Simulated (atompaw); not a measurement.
**holmium: variants of one PAW (atompaw) potential**

Base potential:

atompaw 4.2.0.5 input, output lines left out:

```
Ho 67
GGA-PBE scalarrelativistic loggrid 2001 logderivrange -6 5 276
6 6 5 4 0 0
6 0 1
6 1 1
5 2 0
4 3 11
0 0 0
c
c
c
c
v
v
c
c
c
v
v
c
c
v
v
3
2.35 2.00 2.15 1.30
n
n
y
1.35
n
y
0.05
n
custom rrkj gramschmidtortho besselshape
bessel
2.05
2.35
2.35
2.35
2.35
2.35
0.70
0.70
```

Cutoffs, loose and tight: the cutoffs (Ry, on a coarse ladder) from which the occupation-weighted sum of valence levels, in a spherical-Bessel basis at the reference potential, stays within 10 and 1 mRy of its value at 400 Ry. They see the waves, projectors and local potential, not the compensation charge or the core. A dash means not determined.

```tsv
change	outcome	cutoff, loose	cutoff, tight	bound ghosts
base	generated	over 300 Ry	over 300 Ry	none
local potential ultrasoft scheme with l = 4 at 0 Ry, radius 2.15 bohr	failed: atompaw: The overlap operator has at least one negative eigenvalue!	–	–	–
local potential bessel scheme, radius 1.56 bohr	failed: atompaw: The overlap operator has at least one negative eigenvalue!	–	–	–
wave 5p (bound): rc 2.35 bohr becomes 5p (bound): rc 2.16 bohr	generated	over 300 Ry	over 300 Ry	none
augmentation besselshape compensation charge, radius 2.10 bohr; PAW radius 2.35 bohr; waves and projectors: custom rrkj gramschmidtortho	generated	over 300 Ry	over 300 Ry	none
wave 5p (bound): rc 2.35 bohr becomes 5p (bound): rc 1.24 bohr	generated	over 300 Ry	over 300 Ry	none
```

Problem. What comes out with this change to the base: all radii scaled by about 1.17 (s 2.38, p 2.74, d 2.74, f 0.82 bohr); local potential bessel scheme, radius 2.50 bohr; augmentation besselshape compensation charge, radius 2.32 bohr; PAW radius 2.74 bohr; waves and projectors: custom rrkj gramschmidtortho; core correction smooth core density matched at 1.52 bohr?

Solution. outcome: generated; cutoff, loose: 300 Ry; cutoff, tight: over 300 Ry; bound ghosts: none.
